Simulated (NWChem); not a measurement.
System: CH$_{4}$F$_{2}$O$_{2}$Si; SMILES [Si](OC)(F)(F)O

```xyz
10

C      0.0615     2.3132    -0.0875
O      0.7471     1.0715     0.0074
Si     0.0170    -0.3934     0.0224
O     -1.2287    -0.3797     1.1036
F      1.1499    -1.4827     0.3973
F     -0.5449    -0.8251    -1.4401
H     -0.7942     2.3662     0.6199
H     -0.3182     2.4878    -1.1182
H      0.7761     3.1227     0.1610
H     -1.8639    -1.1137     1.0459
```
Atoms are numbered in this order, from 1.

Computed with NWChem. Medium grid unless said otherwise, to which SCAN and Minnesota functionals are sensitive. All runs use the structure optimised with PBE-D3(BJ)/def2-SVP. Hybrids' shares of exact exchange are those that their runs print; pure functionals count as 0. The functionals differ in more than this share.

| row | share of exact exchange | orbital gap (eV) |
|---|---|---|
| PBE/def2-SVP | 0.00 | 6.87 |
| N12/def2-SVP | 0.00 | 6.91 |
| B3LYP/def2-SVP | 0.20 | 8.92 |
| PBE0/def2-SVP | 0.25 | 9.60 |
| PW6B95/def2-SVP | 0.28 | 9.69 |
| MPW1K/def2-SVP | 0.43 | 11.56 |
| M06-2X/def2-SVP | 0.54 | withheld |

Problem. Fit a straight line of the last column on the one before it, predict the withheld value, and compare with the run.

Solution. 
1. Means of the 6 shown rows: x = 0.193, y = 8.925. Slope Σ(x − x̄)(y − ȳ)/Σ(x − x̄)² = 1.515/0.1415 = 10.70; intercept 6.856.
2. The shown rows scatter about the line by 0.092 (root mean square); the largest residual is -0.16, at PW6B95/def2-SVP.
3. At x = 0.54 (M06-2X/def2-SVP; beyond the shown range) the line gives 12.63.
4. The run gives 11.98, -0.65 from the line, 7.1 times the scatter.
